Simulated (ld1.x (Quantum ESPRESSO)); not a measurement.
## Varying the TM potential for neon (Ne)

Base potential:

ld1.x (Quantum ESPRESSO) 7.5 input, shortened:

```
&input
   title='Ne', zed=10., rel=0, dft='PBE', iswitch=3,
   config='[He] 2s2 2p4.5 3d-2'
 /
 &inputp
   pseudotype=2, tm=.true., lloc=-1, rcloc=1.00,
   nlcc=.false.
 /
3
2S  1  0   2.00   0.00  0.65  0.65  0.0
2P  2  1   4.50   0.00  1.30  1.30  0.0
3D  3  2  -2.00   0.20  1.20  1.20  0.0
 &test
   configts(1)='2s2 2p4.5'
 /
```

Cutoffs, loose and tight: the cutoffs (Ry, on a coarse ladder) from which the occupation-weighted sum of valence levels, in a spherical-Bessel basis at the reference potential, stays within 10 and 1 mRy of its value at 400 Ry. They do not see the model core or the augmentation charge, which bear on the density cutoff. Test errors are all-electron minus pseudo excitation energies from the reference, over the configurations 2s2 2p6; 2s2 2p5; 2s2 2p4; 2s2 2p5.5; 2s2 2p3; 2s1 2p6; 2s2 2p2. A dash means not determined; rows that change the core or the reference have their own tests.

| change | outcome | cutoff, loose | cutoff, tight | bound ghosts | largest test error (meV) |
| --- | --- | --- | --- | --- | --- |
| base | generated | 230 Ry | 300 Ry | none | +1413 |
| wave 2p (bound): rc 1.30 bohr becomes 2p (bound): rc 0.84 bohr | generated | 230 Ry | over 300 Ry | none | +170 |
| wave 2p (bound): rc 1.30 bohr becomes 2p (bound): rc 0.98 bohr | generated | 230 Ry | 300 Ry | none | +368 |
| wave 2p (bound): rc 1.30 bohr becomes 2p (bound): rc 1.16 bohr | generated | 230 Ry | 300 Ry | none | +832 |
| wave 2p (bound): rc 1.30 bohr becomes 2p (bound): rc 1.28 bohr | generated | 230 Ry | 300 Ry | none | +1276 |
| wave 2p (bound): rc 1.30 bohr becomes 2p (bound): rc 1.38 bohr | generated | 230 Ry | 300 Ry | none | +1727 |
| wave 2p (bound): rc 1.30 bohr becomes 2p (bound): rc 1.68 bohr | generated | 230 Ry | 300 Ry | none | +3582 |
| wave 2p (bound): rc 1.30 bohr becomes 2p (bound): rc 1.82 bohr | generated | 230 Ry | 300 Ry | none | +4565 |

What comes out with this change to the base: wave 2p (bound): rc 1.30 bohr becomes 2p (bound): rc 1.50 bohr?

outcome: generated; cutoff, loose: 230 Ry; cutoff, tight: 300 Ry; bound ghosts: none; largest test error (meV): +2302.

What comes out with this change to the base: wave 2p (bound): rc 1.30 bohr becomes 2p (bound): rc 1.94 bohr?

outcome: generated; cutoff, loose: 230 Ry; cutoff, tight: 300 Ry; bound ghosts: none; largest test error (meV): +5720.

Reading the sweep of the p radius (base included, trends over the rows without a ghost): The loose cutoff stays near 230 Ry. The median size of the test errors (rows with all tests solved) rises from 9.1 meV at 0.84 to 395.7 meV at 1.94 bohr, with one reversal. More of the atom is replaced by a form fitted at one configuration, so other configurations suffer as the radius grows.
